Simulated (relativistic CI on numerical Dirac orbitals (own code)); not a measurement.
Sc+ in a cubic cluster: L2,3 absorption with charge transfer

Computed with a charge-transfer multiplet model of a cubic metal-ligand cluster with up to one ligand hole, Slater and spin-orbit integrals from Dirac-Coulomb-Breit ions, Slater integrals scaled by 0.9. The ground state mixes d2 with configurations of k ligand holes L, whose averages lie at kΔ + k(k − 1)U_dd/2; a core hole lowers each added d electron by U_cd. 20 K, Lorentzian 0.4 eV and Gaussian 0.3 eV FWHM.

Atomic integrals in eV (Slater integrals scaled, ζ unscaled), ground: F2dd 5.299, F4dd 3.246, zeta_d 0.005; with the core hole: F2dd 6.374, F4dd 3.923, zeta_d 0.011, zeta_core 3.011, F2cd 3.248, G1cd 2.202, G3cd 1.246.

Cluster parameters (eV): U_dd = 5.2, U_cd = 6.7, 10Dq = 1.15, 10Dq(ligand) = 0, V(eg) = 1.95, V(t2g) = -0.94, final-state hopping factor = 0.9.

```csv
Case,n_d,d2,d3L,S
Δ = 4.6 eV,2.25,0.75,0.25,1.00
Δ = 7.6 eV,2.16,0.84,0.16,1.00
Δ = 9.6 eV,2.12,0.88,0.12,1.00
```

Weights, n_d and S are thermal averages at 20 K. Photon energies count from the first peak over 30 % of the highest in each spectrum, which can be another peak from case to case. The parameters are a model scan and need not match a compound or its usual spin state. Peaks in eV (height, largest 100):
- Δ = 4.6 eV: -2.7 (12), 0.0 (100), 1.7 (38), 3.8 (63), 4.5 (59)
- Δ = 7.6 eV: -2.7 (12), 0.0 (100), 1.8 (39), 3.8 (64), 4.5 (62), 5.0 (51)
- Δ = 9.6 eV: -2.7 (12), 0.0 (100), 1.8 (39), 3.7 (64), 4.5 (62), 5.0 (51)

For the case Δ = 7.6 eV, Δ = 7.6 eV is larger than U_dd = 5.2 eV, the Mott-Hubbard side of the Zaanen-Sawatzky-Allen scheme. With the core hole the configuration with one ligand hole lies at Δ + U_dd − U_cd = 3.1, 6.1, 8.1 eV from the one without, in the order of the table; where this is negative the screened configuration lies lower, though the effective hopping of about 3.8 eV (from the holes of the mixed ground state) mixes the two strongly wherever it is as large as the gap.

With at most 1 ligand hole the space is cut while the next configuration still counts, so covalency is underestimated, and a final configuration with one more ligand hole, which can lie low, is missing from the spectra.
